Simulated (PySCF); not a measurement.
BH3N, SMILES B=[NH2+], charge +1. Atoms are numbered in the order given.

```xyz
5

B      0.0000     0.0000     0.7861
N      0.0000     0.0000    -0.5289
H      0.0000     0.0000     1.9563
H      0.0000     0.8529    -1.0922
H      0.0000    -0.8529    -1.0922
```
Charge +1, spin multiplicity 1.

Coordinates come from a TPSSh-D3(BJ)/def2-TZVP optimisation. The isomer is the one that the SMILES or the coordinates give; other isomers of the formula were not compared.

Level of theory: PySCF with B3LYP/def2-TZVPD.

Computed frontier levels, gap, dipole moment and polarisability:
```yaml
highest_occupied_level: -16.68 eV
lowest_empty_level: -9.11 eV
orbital_gap: 7.57 eV
dipole_moment_about_the_centre_of_nuclear_charge: 0.46 D
mean_static_polarisability: 17.4 bohr³ (2.57 Å³)
polarisability_principal_values: 14.0, 15.1, 23.0 bohr³
```
